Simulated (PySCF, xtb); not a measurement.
SiHCl, SMILES Cl[SiH] (connectivity only; charge and spin as stated), neutral, multiplicity 1.

Geometry optimised at r2SCAN-D4/def2-TZVP. The isomer is the one that the SMILES or the coordinates give; other isomers of the formula were not compared.

The numbers are results of IEF-PCM-PBE0/def2-TZVPD in PySCF, not measurements.

The values are the electrostatic part of the solvation free energy, E(continuum) − E(gas) at the gas-phase geometry, in a cavity of scaled van der Waals radii (PySCF's table); cavitation and dispersion terms are not included. In vacuum the orbital gap is 4.01 eV. The dipole moment in vacuum is 1.01 D.

Computed values in water (ε = 78.36), diethylether (ε = 4.24), dichloromethane (ε = 8.93):
```
solvent              ε  ΔG(elec) (kcal/mol)  dipole (D)  gap (eV)
---------------  -----  -------------------  ----------  --------
water            78.36                 -1.4        1.38      4.15
diethylether      4.24                 -1.0        1.26      4.10
dichloromethane   8.93                 -1.2        1.32      4.12
```

For comparison, GFN2-xTB/ALPB(water) (xtb, at the GFN2-xTB geometry, all terms of that model) gives 0.5 kcal/mol.
